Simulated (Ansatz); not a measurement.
Basis sets compared for SnI₄. Total charge 0; singlet. Geometry PBE0-D4/def2-SVP. Ansatz on 4 threads of Intel Xeon 6975P-C on a shared host; times are rough, and most runs start from earlier orbitals.

```xyz
5

Sn    0.000    0.000    0.000
I    -0.040    1.612   -2.138
I     1.762   -1.975   -0.404
I    -2.438   -1.042    0.378
I     0.715    1.405    2.165
```

In the def2 sets I, Sn take a core potential; there is no spin–orbit coupling.

Binding counts from free atoms (Sn triplet, I doublet) in the same basis, without a counterpoise term.

| level | functions | energy (Eh) | HOMO (eV) | LUMO (eV) | binding per atom (eV) | wall time |
| --- | --- | --- | --- | --- | --- | --- |
| PBE-D4/def2-SVP | 130 | -1405.2476 | -6.70 | -4.41 | 2.07 | 0.8 s |
| PBE0-D4/def2-SVP | 130 | -1405.3606 | -7.89 | -3.81 | 2.01 | 1.9 s |

Problem. Estimate the rows for PBE-D4/def2-TZVP (with forces), PBE0-D4/def2-TZVP (with forces).

Solution. 
| level | functions | energy (Eh) | HOMO (eV) | LUMO (eV) | binding per atom (eV) | wall time |
| --- | --- | --- | --- | --- | --- | --- |
| PBE-D4/def2-TZVP (with forces) | 250 | -1405.2963 | -6.78 | -4.41 | 2.10 | 2.5 s |
| PBE0-D4/def2-TZVP (with forces) | 250 | -1405.4073 | -7.92 | -3.76 | 2.05 | 7.5 s |
